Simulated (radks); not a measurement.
Values are calculated unless marked as measured or tabulated.
The table gives one normalised radial function P(r) = r R(r) of Pt- in [Xe] 4f14 5d9 6s2 (r in bohr). Level of theory: scalar-relativistic Kohn-Sham, LDA (Slater exchange, VWN5 correlation), spin-unpolarised, spherical densities, finite nucleus; Fermi nuclear charge, rms radius 5.427 fm; hard spherical wall at 6 bohr (a radial shooting solver on a logarithmic mesh with Libxc functionals).

| r | P |
|---|---|
| 0.002045 | 0.0018 |
| 0.002728 | 0.0029 |
| 0.003668 | 0.0048 |
| 0.004892 | 0.0076 |
| 0.006524 | 0.0119 |
| 0.008772 | 0.0185 |
| 0.0117 | 0.0276 |
| 0.0156 | 0.0397 |
| 0.02081 | 0.0538 |
| 0.02798 | 0.0671 |
| 0.03732 | 0.0721 |
| 0.04978 | 0.0593 |
| 0.06692 | 0.0192 |
| 0.08926 | -0.0415 |
| 0.119 | -0.0938 |
| 0.1588 | -0.0892 |
| 0.2135 | 0.0011 |
| 0.2847 | 0.1162 |
| 0.3798 | 0.1387 |
| 0.5106 | 0.0050 |
| 0.681 | -0.1784 |
| 0.9082 | -0.2406 |
| 1.211 | -0.1005 |
| 1.629 | 0.1783 |
| 2.172 | 0.4464 |
| 2.897 | 0.6126 |
| 3.895 | 0.5930 |
| 5.195 | 0.2782 |

Which n and l does it have? It may be an empty orbital.

Answer. n = 6, l = 1: the number of nodes gives n - l - 1 = 4, the rise at small r (about r^(l+1), flatter next to the nucleus through relativity) gives l, and the extent must fit the shell. The curve is that of 6p. 6p (empty): eigenvalue 7.908 eV, 4 radial nodes at r = 0.0738, 0.213, 0.515, 1.36 bohr, <r> = 3.37 bohr, 90 % of the charge inside 4.62 bohr.
